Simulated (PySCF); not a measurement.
## Electron correlation in Tl³⁺ (thallium, charge +3)

[Xe] 4f14 5d10, closed-shell 1S. Calculation: PySCF 2.14, in ANO-RCC-VTZP; scalar relativity by spin-free X2C-1e. Frozen: [Kr] 4d10 4f14; 18 electrons correlated.

```json
{"level": "CCSD", "correlation energy (mhartree)": "-490.14"}
{"level": "(T)", "correlation energy (mhartree)": "-9.73"}
{"level": "CCSD(T)", "correlation energy (mhartree)": "-499.87"}
```

Diagnostics: T1 = 0.0037, D1 = 0.0068, largest double amplitude 0.016.

Cost of the coupled-cluster step: of the order of 4 core-seconds, for 18 correlated electrons.
